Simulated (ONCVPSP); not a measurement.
## Cu: variants of one ONCV potential

Base potential:

```
Element                 : Cu (Z = 29)
Generator               : ONCVPSP 4.0.1
Type                    : optimised norm-conserving Vanderbilt (ONCV)
Functional              : PW91
Relativity              : non-relativistic
Frozen core             : [Ne]
Valence charge          : 19
Reference configuration : 3s2 3p6 3d10 (charge +1)
Partial waves           : 3s: rc 1.20 bohr, ncon 4, nbas 9, qcut 12.8 1/bohr, 2 projectors, debl 3 Ha; 3p: rc 1.00 bohr, ncon 4, nbas 8, qcut 12.4 1/bohr, 2 projectors, debl 1.3 Ha; 3d: rc 0.80 bohr, ncon 4, nbas 8, qcut 12 1/bohr, 2 projectors, debl 1.8 Ha
Local potential         : polynomial inside 0.60 bohr (lpopt 5, dvloc0 0 Ha)
Core correction         : Teter function fitted to the true core (icmod 2), fcfact 0.3
```

In the s channel the program set the typed energies aside and used -4.392, 0.250 Ha. In the p channel the program set the typed energies aside and used -2.930, 0.250 Ha.

Cutoffs, loose and tight: the cutoffs (Ha) at which the residual kinetic energy of the hardest occupied pseudo-wave falls to 1 and 0.1 mHa per electron. They do not see the model core or the augmentation charge, which bear on the density cutoff. Test errors are all-electron minus pseudo excitation energies from the reference, over the configurations 3s2 3p6 3d10 4s1; 3s2 3p6 3d9; 3s2 3p6 3d8; 3s2 3p6 3d10 4s0.5. A dash means not determined; rows that change the core or the reference have their own tests.

| change | outcome | cutoff, loose | cutoff, tight | bound ghosts | GHOST(+) flags above zero | largest test error (meV) |
| --- | --- | --- | --- | --- | --- | --- |
| base | generated, projector energies reset by the program | 350 Ha | 406 Ha | none | s | +12 |
| d: rc 0.54; local potential polynomial inside 0.54 bohr (lpopt 5, dvloc0 0 Ha) | generated, projector energies reset by the program | 815 Ha | 1060 Ha | none | s, d | +6.7 |
| d: rc 0.62 | generated, projector energies reset by the program | 620 Ha | 808 Ha | none | s, d | +7.6 |
| d: rc 0.72 | generated, projector energies reset by the program | 450 Ha | 580 Ha | none | s, d | +9.7 |
| d: rc 0.86 | generated, projector energies reset by the program | 290 Ha | 338 Ha | none | s | +16 |
| d: rc 0.94 | generated, projector energies reset by the program | 173 Ha | 270 Ha | none | s | +22 |
| d: rc 1 | generated, projector energies reset by the program | 97 Ha | 231 Ha | none | s | +28 |
| d: rc 1.16 | generated, projector energies reset by the program | 64 Ha | 74 Ha | none | s | +53 |

**Question.** What comes out with this change to the base: d: rc 1.1?

**Answer.** outcome: generated, projector energies reset by the program; cutoff, loose: 67 Ha; cutoff, tight: 134 Ha; bound ghosts: none; GHOST(+) flags above zero: s; largest test error (meV): +41.

Reading the sweep of the d radius (base included, trends over the rows without a ghost): The loose cutoff falls from 815 Ha at 0.54 to 64 Ha at 1.16 bohr. A larger radius leaves more room for a smooth pseudo-wave, so fewer plane waves are needed; a smaller one forces it to follow the all-electron wave where it bends sharply. The median size of the test errors (rows with all tests solved) rises from 0.7 meV at 0.54 to 2.5 meV at 1.16 bohr, with one reversal. More of the atom is replaced by a form fitted at one configuration, so other configurations suffer as the radius grows.
